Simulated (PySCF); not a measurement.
# Electron correlation in Ce(2+) (cerium, charge +2)

[Xe] 4f1 5d1, one real determinant (an excited configuration). All numbers are calculated (PySCF 2.14, scalar relativity by spin-free X2C-1e, in cc-pVDZ-X2C). Frozen: [Ar] 3d10; 28 electrons correlated.

MP2 pair energies summed by pair of shells (mhartree):

```csv
pair,energy,share (%)
4d-4d,-237.72,35.3
4d-5p,-114.23,17.0
5p-5p,-110.55,16.4
5s-5p,-33.02,4.9
5p-5d,-29.05,4.3
4d-5s,-24.07,3.6
4p-4d,-23.18,3.4
4f-5p,-19.71,2.9
4p-4p,-16.85,2.5
4d-4f,-15.73,2.3
4d-5d,-7.50,1.1
4s-4d,-7.27,1.1
4p-5p,-6.50,1.0
5s-5s,-5.82,0.9
4p-5s,-4.40,0.7
4p-4f,-3.68,0.5
4f-5s,-3.62,0.5
5s-5d,-3.53,0.5
4s-4p,-2.27,0.3
4f-5d,-1.53,0.2
4s-4s,-1.34,0.2
4s-5p,-0.87,0.1
4p-5d,-0.53,0.1
4s-4f,-0.43,0.1
4s-5s,-0.21,0.0
4s-5d,-0.05,0.0
```

Total MP2 correlation energy: -673.66 mhartree.

Same-spin part -241.36 and opposite-spin part -432.30 mhartree; SCS-MP2 scales them by 1/3 and 6/5 to -599.21 mhartree.

The reference is one real determinant that mixes LS terms of this configuration.

This basis was not built for core-valence correlation, so the inner-shell part is incomplete.
